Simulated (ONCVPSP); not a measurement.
## Which setting gave this result? (neodymium (Nd), ONCV)

Base potential:

* Element: neodymium
* Generator: ONCVPSP 4.0.1
* Type: optimised norm-conserving Vanderbilt (ONCV)
* Functional: PBE
* Relativity: scalar-relativistic
* Frozen core: [Kr] 4d10 4f3
* Valence charge: 11
* Reference configuration: 5s2 5p6 5d1 6s2
* Partial waves: 5s+6s: rc 2.50 bohr, ncon 4, nbas 9, qcut 4.4 1/bohr, 2 projectors; 5p: rc 1.65 bohr, ncon 4, nbas 8, qcut 5 1/bohr, 2 projectors, debl 3.8 Ha; 5d: rc 1.65 bohr, ncon 4, nbas 8, qcut 5.4 1/bohr, local
* Local potential: the d channel
* Core correction: Teter function, fcfact 2.5, rcfact 1.65

Cutoffs, loose and tight: the cutoffs (Ha) at which the residual kinetic energy of the hardest occupied pseudo-wave falls to 1 and 0.1 mHa per electron. They do not see the model core or the augmentation charge, which bear on the density cutoff. Test errors are all-electron minus pseudo excitation energies from the reference, over the configurations 5s2 5p6 5d1 6s1; 5s2 5p6 5d1 6s0; 5s2 5p6 5d0 6s0; 5s2 5p6 5d2 6s0; variants that change the core or the reference have their own tests.

Only the s radius is moved:

```json
{"s radius (bohr)": "1.86", "cutoff, loose": "24 Ha", "cutoff, tight": "70 Ha", "bound ghosts": "none", "largest test error (meV)": "-95", "median size of the test errors": "10.5 meV"}
{"s radius (bohr)": "2.4", "cutoff, loose": "24 Ha", "cutoff, tight": "70 Ha", "bound ghosts": "none", "largest test error (meV)": "-98", "median size of the test errors": "15.1 meV"}
{"s radius (bohr)": "2.62", "cutoff, loose": "24 Ha", "cutoff, tight": "70 Ha", "bound ghosts": "none", "largest test error (meV)": "-97", "median size of the test errors": "16.2 meV"}
{"s radius (bohr)": "2.94", "cutoff, loose": "24 Ha", "cutoff, tight": "70 Ha", "bound ghosts": "s", "largest test error (meV)": "-97", "median size of the test errors": "18.7 meV"}
{"s radius (bohr)": "3.36", "cutoff, loose": "24 Ha", "cutoff, tight": "70 Ha", "bound ghosts": "none", "largest test error (meV)": "-97", "median size of the test errors": "19.1 meV"}
{"s radius (bohr)": "3.64", "cutoff, loose": "24 Ha", "cutoff, tight": "70 Ha", "bound ghosts": "none", "largest test error (meV)": "-100", "median size of the test errors": "19.8 meV"}
```

Task: One more run gave cutoff, loose: 24 Ha; cutoff, tight: 70 Ha; bound ghosts: none; largest test error (meV): -96; median size of the test errors: 11.7 meV. Which value of the s radius was used?

Result: 2 bohr. The median size of the test errors moves one way along this sweep, from 10.5 meV at 1.86 to 19.8 meV at 3.64 bohr, which places the run between 1.86 and 2.4 bohr.
